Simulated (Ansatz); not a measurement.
This geometry of BClFHO + H2S (8 atoms, charge 0, multiplicity 1) is a first-order saddle point.

These are results of RHF/def2-SVP in Ansatz 0.2.0, not measurements.

```xyz
8
Properties=species:S:1:pos:R:3
B -0.053 0.350 0.115
Cl -0.390 -0.501 2.297
F 1.158 -0.081 -0.165
O -1.152 0.051 -0.581
H -1.194 -0.841 -0.897
S -0.137 2.158 0.892
H 1.167 2.296 1.155
H -0.399 1.197 2.026
```

Problem. Which two structures does it join? (They come from a converged band through this point; their orientation in space is the band's.)

Solution. Bonds broken: B1–Cl2, S6–H8. Bonds formed: B1–S6, Cl2–H8. BClFHO + H2S becomes BFH2OS + ClH.

Image 0:

```xyz
8
Properties=species:S:1:pos:R:3
B -0.019 -0.551 0.073
Cl -0.501 -1.377 1.570
F 1.227 -0.171 -0.047
O -0.860 -0.357 -0.934
H -1.751 -0.636 -0.787
S -0.258 2.743 1.495
H 0.913 2.754 0.855
H 0.250 2.225 2.617
```

Image 10:

```xyz
8
Properties=species:S:1:pos:R:3
B -0.063 0.664 -0.290
Cl -0.332 -0.682 3.246
F 1.092 0.100 -0.594
O -1.216 0.074 -0.600
H -1.133 -0.774 -1.013
S -0.096 2.280 0.564
H 1.226 2.438 0.650
H -0.477 0.529 2.878
```

Problem. How far does it lie above each of them?

Solution. 2.03 eV above the first and 1.71 eV above the second. This is the barrier of this one path; another mechanism may lie lower. The orbitals stay closed-shell, which can raise the energy where a bond breaks towards radicals; this wasn't checked here.

Time of the run: 5.3 min on 1 thread of Intel(R) Xeon(R) 6975P-C (Granite Rapids) (shared host), peak memory 0.22 GiB.
